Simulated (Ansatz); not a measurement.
Input and output for `I[Si](I)(I)I`.

```yaml
crystal:
  periodic: [false, false, false]
  atoms:
    - {symbol: I, position_ang: [-1.299383, -0.001036, 2.374072]}
    - {symbol: Si, position_ang: [0.011191, -0.016505, -0.009254]}
    - {symbol: I, position_ang: [2.315608, -1.441049, 0.232469]}
    - {symbol: I, position_ang: [-1.567950, -1.161562, -1.904838]}
    - {symbol: I, position_ang: [0.596423, 2.537608, -0.738705]}
basis:
  gaussian: {orbitals: def2-SVPD}
hamiltonian: {xc: {name: HF}}
correlation: {active_space: {window: {electrons: 2, orbitals: 1}}}
output: {forces: true}
```

```sh
$ ansatz run in.yaml --threads 2 --pin off --events-out ev --progress --plain --max-ram 32768MiB --backend cpu
```

Shortened log:

```
Functional definition: HF
1998 factors; integrals over basis functions are off by at most 1.6e-4 eV
mean field evaluation 1: about -40148.6941 eV, gradient 2.7e1 eV
mean field evaluation 2: about -40148.7526 eV, gradient 2.7e1 eV
mean field evaluation 4: about -40151.9165 eV, gradient 2.1e0 eV
mean field evaluation 8: about -40151.9673 eV, gradient 9.7e-2 eV
mean field -40151.96746080 eV, -1475.5575882034 hartree, gradient 2.1e-6 eV, S^2 0.000000; 0 other end points of the search recorded, 0 dependent functions left out
reference -40151.96746080 eV, -1475.5575882034 hartree; 57, 57 occupied and 107, 107 virtual orbitals, 1998 factors
state -40151.96746080 eV, -1475.5575882034 hartree
Total energy: -40151.96746080 eV, -1475.5575882034 hartree
Atom 0 at    -1.299383    -0.001036     2.374072 Å, force     1.072444    -0.012651    -1.950243 eV/Å
Atom 1 at     0.011191    -0.016505    -0.009254 Å, force    -0.000091    -0.000036     0.000015 eV/Å
Atom 2 at     2.315608    -1.441049     0.232469 Å, force    -1.885685     1.165720    -0.197803 eV/Å
Atom 3 at    -1.567950    -1.161562    -1.904838 Å, force     1.292206     0.936995     1.551124 eV/Å
Atom 4 at     0.596423     2.537608    -0.738705 Å, force    -0.478874    -2.090029     0.596906 eV/Å
Dipole moment:     0.000011     0.000004    -0.000002 e Å
```

It took 22 s on 2 threads of an AMD EPYC 7R13 on a shared host, with 1 GiB of host memory at the peak.
